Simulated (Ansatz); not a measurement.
`[CH3][In]([F])[Cl]` + CH₃OH → `C[O][In]([F])[Cl]` + CH₄ at 600 K and 1 bar (ligand exchange at the In–C bond).

Calculated with Ansatz (gas phase, PBE0-D4/def2-TZVP geometries, no zero-point term in ΔE). CCSD(T)/CBS is the MP2 limit (def2-TZVPP, def2-QZVPP) plus CCSD(T) − MP2 in def2-TZVPP, frozen cores. This one scheme is used for every species. def2 core potentials past Kr. For In outer-core shells are correlated without core-valence functions, which leaves a few kJ/mol of doubt a bond. Each species was taken in one conformer, which may not be the lowest.

| species | CCSD(T)/CBS energy (Eh) | H − E (kJ/mol) | S (J/(mol·K)) |
| --- | --- | --- | --- |
| `[CH3][In]([F])[Cl]` | -789.33016 | 152.3 | 437.2 |
| CH₃OH | -115.61712 | 163.6 | 277.3 |
| `C[O][In]([F])[Cl]` | -864.49222 | 173.7 | 472.9 |
| CH₄ | -40.46206 | 140.4 | 215.7 |

H − E and S are ideal-gas, rigid-rotor, harmonic terms from PBE0-D4/def2-TZVP, for one conformer and one mirror image of each species. 1 Eh = 2625.50 kJ/mol, R = 8.31446 J/(mol·K).

Question: By hand: ΔE, ΔH, ΔS and ΔG.

Answer: ΔE = (-864.49222) + (-40.46206) − (-789.33016) − (-115.61712) = -0.00700 Eh = -18.4 kJ/mol. Δ(H − E) = 173.7 + 140.4 − 152.3 − 163.6 = -1.8, so ΔH = -20.2 kJ/mol. ΔS = 472.9 + 215.7 − 437.2 − 277.3 = -25.9 J/(mol·K). ΔG = -20.2 − 600 × (-25.9)/1000 = -4.7 kJ/mol.

Question: By hand: the equilibrium constant, and the temperature at which ΔG would vanish if ΔH and ΔS stayed fixed.

Answer: log₁₀ K = −ΔG/(RT ln 10) = 0.4. ΔG = 0 at ΔH/ΔS = 780 K.

TΔS isn't small against ΔH here. The sign of ΔG lies within the doubt. A doubt of 5 kJ/mol in ΔE shifts log₁₀ K by 0.4 here. Other conformers and mirror images would add mixing entropy, several J/(mol·K) or more a flexible species. Modes under 60 cm⁻¹, often nearly free rotors, make the harmonic entropy too high. These are equilibria of isolated gas molecules and say nothing of rates. Largest T1 diagnostic: 0.016 (customary marks: 0.02 for closed shells, 0.045 for open ones).
